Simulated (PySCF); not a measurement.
## `C[B@H-]([PH3+])[C@H](C)C=O`, C4H12BOP

Molfile (atoms numbered from 1):
```
C4H12BOP
     RDKit          3D

 19 18  0  0  0  0  0  0  0  0999 V2000
    1.4160    1.2984    0.5749 C   0  0  0  0  0  0  0  0  0  0  0  0
    0.5845   -0.0885    0.4568 B   0  0  2  0  0  0  0  0  0  0  0  0
    1.4449   -1.1541   -0.9612 P   0  0  0  0  0  0  0  0  0  0  0  0
   -0.9787    0.1592   -0.1486 C   0  0  2  0  0  0  0  0  0  0  0  0
   -1.9509    0.8149    0.8183 C   0  0  0  0  0  0  0  0  0  0  0  0
   -1.3615   -1.1721   -0.5698 C   0  0  0  0  0  0  0  0  0  0  0  0
   -0.6660   -1.8508   -1.3252 O   0  0  0  0  0  0  0  0  0  0  0  0
    0.9732    1.9641    1.3124 H   0  0  0  0  0  0  0  0  0  0  0  0
    1.4605    1.8502   -0.3642 H   0  0  0  0  0  0  0  0  0  0  0  0
    2.4417    1.1193    0.8938 H   0  0  0  0  0  0  0  0  0  0  0  0
    0.5890   -0.7558    1.4444 H   0  0  0  0  0  0  0  0  0  0  0  0
    1.3764   -0.7708   -2.2791 H   0  0  0  0  0  0  0  0  0  0  0  0
    1.4893   -2.5249   -1.0701 H   0  0  0  0  0  0  0  0  0  0  0  0
    2.8375   -0.9898   -0.8262 H   0  0  0  0  0  0  0  0  0  0  0  0
   -0.8300    0.7900   -1.0287 H   0  0  0  0  0  0  0  0  0  0  0  0
   -2.9290    0.9586    0.3598 H   0  0  0  0  0  0  0  0  0  0  0  0
   -1.5735    1.7858    1.1259 H   0  0  0  0  0  0  0  0  0  0  0  0
   -2.0712    0.2032    1.7091 H   0  0  0  0  0  0  0  0  0  0  0  0
   -2.2620   -1.6276   -0.1298 H   0  0  0  0  0  0  0  0  0  0  0  0
  1  2  1  0
  2  3  1  0
  2  4  1  0
  4  5  1  0
  4  6  1  0
  6  7  2  0
  1  8  1  0
  1  9  1  0
  1 10  1  0
  2 11  1  1
  3 12  1  0
  3 13  1  0
  3 14  1  0
  4 15  1  6
  5 16  1  0
  5 17  1  0
  5 18  1  0
  6 19  1  0
M  CHG  2   2  -1   3   1
M  END
```

Computed with PySCF, TDDFT B3LYP/def2-SVPD circular dichroism and optical rotation, one conformer, gas phase. Geometry: GFN2-xTB.

The molecule is flexible and this is one conformer; a measurement averages over conformers. States above about 7.2 eV (minus the energy of the highest occupied orbital) lie near or above the ionisation threshold and depend on the basis.

Q: Assign R or S to each stereocentre.

A: B2 S, C4 R.

Q: List the lowest 16 singlet excitations with oscillator and rotatory strengths.

A: Rotatory strengths R in 10⁻⁴⁰ esu² cm², velocity form and length form (origin at the centre of mass); f in length form.
```csv
state,E (eV),λ (nm),f,R (velocity),R (length),main
1,4.36,284,0.011,+4.0,+2.8,"HOMO→LUMO 0.82, HOMO−1→LUMO 0.11"
2,5.30,234,0.027,+36.4,+39.5,"HOMO−1→LUMO 0.86, HOMO→LUMO 0.11"
3,5.77,215,0.008,-13.5,-13.9,HOMO−2→LUMO 0.97
4,6.06,205,0.018,+1.9,+2.1,HOMO−3→LUMO 0.92
5,6.59,188,0.0005,-0.9,-1.6,HOMO→LUMO+1 0.98
6,6.89,180,0.002,+4.6,+4.9,"HOMO→LUMO+2 0.87, HOMO→LUMO+3 0.10"
7,7.11,174,0.007,-10.5,-10.3,"HOMO→LUMO+3 0.79, HOMO−4→LUMO 0.08"
8,7.13,174,0.001,+1.4,+1.5,"HOMO−1→LUMO+1 0.86, HOMO−4→LUMO 0.08"
9,7.23,171,0.014,-7.8,-8.7,"HOMO−4→LUMO 0.71, HOMO−1→LUMO+1 0.08"
10,7.33,169,0.061,-3.0,-2.2,HOMO→LUMO+4 0.93
11,7.42,167,0.025,+3.0,+2.8,HOMO−1→LUMO+2 0.80
12,7.55,164,0.020,+11.8,+11.5,HOMO−2→LUMO+1 0.90
13,7.57,164,0.003,-0.8,-0.4,"HOMO→LUMO+5 0.71, HOMO−5→LUMO 0.15"
14,7.60,163,0.002,-1.0,-1.0,"HOMO−5→LUMO 0.58, HOMO→LUMO+5 0.22"
15,7.65,162,0.005,+2.6,+2.0,HOMO−1→LUMO+3 0.80
16,7.76,160,0.011,+6.3,+5.3,HOMO→LUMO+6 0.81
```

Among the states computed, the strongest CD band (largest |R|) is state 2. The largest dissymmetry factor in size, g = 4R/(D+G), with D and G the electric and magnetic dipole strengths, is +0.035 for state 6 (velocity form, f = 0.001), among bands with |R| over 0.5. The mirror image has the same energies and oscillator strengths and all R with the opposite sign.
